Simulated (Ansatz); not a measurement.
CHO$_{2}$ (SMILES O=C=[OH+]), charge +1, singlet, geometry from GFN2-xTB; HF/def2-SVP (Ansatz, a first-principles code).

Ansatz was given this input:
Ansatz 0.2 input:
```yaml
crystal:
  periodic: [false, false, false]
  atoms:
    - {symbol: C, position_ang: [-0.00695796, 0.00985104, -0.11037218]}
    - {symbol: O, position_ang: [-0.02341240, -0.02147629, 1.07634088]}
    - {symbol: O, position_ang: [0.09771270, -0.03387449, -1.21876599]}
    - {symbol: H, position_ang: [-0.55265466, 0.38369998, 1.80163397]}
basis:
  gaussian:
    orbitals: def2-SVP
    fitting: {mean_field: cc-pVTZ-JKFIT}
hamiltonian:
  xc: hf
total_charge: 1
```

Output, abridged:

```
Functional definition: HF
267 factors; integrals over basis functions are off by at most 2.0e-1 eV
mean field evaluation 1: about -5103.3944 eV, gradient 5.0e1 eV
mean field evaluation 2: about -5105.4485 eV, gradient 3.6e1 eV
mean field evaluation 4: about -5107.5547 eV, gradient 1.8e0 eV
mean field evaluation 8: about -5107.5626 eV, gradient 1.8e-5 eV
mean field -5107.56259509 eV, -187.6994633392 hartree, gradient 1.8e-5 eV, S^2 0.000000; 0 other end points of the search recorded, 0 dependent functions left out
reference -5107.56259509 eV, -187.6994633392 hartree; 11, 11 occupied and 36, 36 virtual orbitals, 267 factors
Total energy: -5107.56259509 eV, -187.6994633392 hartree
```
